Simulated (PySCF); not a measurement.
## Frontier levels across methods

Species: C₃H₈O₂Si.
SMILES with atom numbers: `[SiH3:1][O:2][CH:3]1[CH2:4][O:5][CH2:6]1` (hydrogens: H7, H8, H9 on Si1; H10 on C3; H11, H12 on C4; H13, H14 on C6)

Geometry (PBE0-D3(BJ)/def2-SVP, Å), atoms numbered from 1 in this order:
```xyz
14
C3H8O2Si angstrom
Si     2.304    0.075    0.412
O      0.805    0.166   -0.319
C     -0.389    0.340    0.374
C     -1.154   -0.915    0.823
O     -2.326   -0.486    0.139
C     -1.620    0.573   -0.502
H      3.306    0.034   -0.685
H      2.522    1.273    1.283
H      2.420   -1.153    1.258
H     -0.283    1.091    1.180
H     -1.320   -1.056    1.904
H     -0.721   -1.840    0.397
H     -1.404    0.365   -1.566
H     -2.137    1.543   -0.414
```

Basis pcSseg-1 throughout (PySCF), one geometry. The structure is a single PBE0-D3(BJ)/def2-SVP conformer in the gas phase; no vibrational or solvent corrections.

How do the orbital energies, the gap and the dipole change with the method?

| method | kind | HOMO (eV) | LUMO (eV) | gap (eV) | μ (D) | SCF cycles |
| --- | --- | --- | --- | --- | --- | --- |
| B97-2 | global hybrid | -7.03 | 0.26 | 7.29 | 2.00 | 13 |
| PBE0 | global hybrid | -7.30 | 0.22 | 7.52 | 2.01 | 13 |
| mPW1PW91 | global hybrid | -7.34 | 0.26 | 7.60 | 2.03 | 13 |
| CAM-B3LYP | range-separated hybrid | -8.73 | 1.26 | 9.99 | 2.07 | 13 |
| BHandHLYP | global hybrid | -8.86 | 1.13 | 9.99 | 2.16 | 13 |
| wB97X-D | range-separated hybrid | -9.24 | 2.04 | 11.27 | 2.06 | 14 |
| LC-wPBE | range-separated hybrid | -10.07 | 2.47 | 12.53 | 2.09 | 13 |

The HOMO spans 3.03 eV, from B97-2 down to LC-wPBE, and the gap runs from 7.29 eV (B97-2) to 12.53 eV (LC-wPBE). Over the methods B97-2 (21 %), PBE0 (25 %), mPW1PW91 (25 %), BHandHLYP (50 %), a straight line through the gap against the share of exact exchange rises by 0.95 eV for each 10 % (correlation coefficient 0.999). The dipole ranges from 2.00 D (B97-2) to 2.16 D (BHandHLYP). This basis has no diffuse functions.
